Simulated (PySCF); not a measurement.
**How methods differ on the excitation energy of B+**

B+ [He] 2s2 (1S) → B+ [He] 2s1 2p1, s spin flipped, as a difference of total energies. Computed with PySCF 2.14 in aug-cc-pVTZ-DK (5s4p3d2f, 46 functions), with scalar relativity by spin-free X2C-1e. Correlated levels: valence: 1s2 frozen. The calculations carry no spin-orbit coupling.

```json
{"method": "UHF", "excitation energy (eV)": "6.046"}
{"method": "MP2 (valence)", "excitation energy (eV)": "6.193"}
{"method": "SCS-MP2 (valence)", "excitation energy (eV)": "6.223"}
```

Problem. How much does correlation contribute at MP2 (valence)?

Solution. 6.193 − (6.046) = 0.147 eV, measured against UHF.

The upper determinant mixes two multiplicities, so it lies between the two terms.

The coupled-cluster amplitudes are large for the upper state (T1 above 0.03 or a double amplitude above 0.15), so a single reference is strained.
